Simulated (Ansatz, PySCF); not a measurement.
Al(AsH2)2(H) (AlAs2H5), SMILES [AsH2][AlH][AsH2].

The structure is a stationary point at B3LYP-D3(BJ)/def2-SVP. The structure was generated by enumeration; whether it is a known compound was not checked.

Vertical ionisation energy (IE) and electron affinity (EA) in eV. Rows of orbital energies are one-electron estimates. Where ΔSCF, EOM or ADC give a negative EA the extra electron is unbound and the value depends on the basis.

```csv
level,IE,EA
"−ε(HOMO), −ε(LUMO), B3LYP/def2-TZVPD (PySCF)",6.70,1.86
"−ε(HOMO), −ε(LUMO), PBE/def2-TZVPD (PySCF)",5.95,2.42
"ΔSCF, PBE0/def2-SVPD (Ansatz), final states of multiplicity 2 and 2",8.70,0.26
"ΔSCF, PBE/def2-SVPD (Ansatz), final states of multiplicity 2 and 2",8.50,0.27
```

Problem. What vertical singlet–triplet gap does ΔSCF give with PBE0/def2-SVPD (Ansatz, a program for electronic structure) and with PBE/def2-SVPD (Ansatz)? (The exact figures need the calculation; the answer reports its results.)

Solution. 3.61 and 3.39 eV (triplet above singlet where positive).
